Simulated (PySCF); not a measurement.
H6Se, SMILES [SeH6]. Geometry optimised at B3LYP-D3(BJ)/def2-TZVP.

TDA-PBE/def2-TZVPD (PySCF 2.14.0) puts the lowest singlet excitations at 3.87, 3.87, 5.88, 5.88, 5.88, 6.03 eV.

Q: What are the lowest excitation roots from ADC(2)/aug-cc-pVDZ (PySCF 2.14.0)? (The exact figures need the calculation; the answer reports its results.)

A: 4.31, 4.31, 6.67, 6.67, 6.67, 6.76 eV. S1 differs by 0.44 eV (second minus first; roots are paired by order, and the bases may differ).
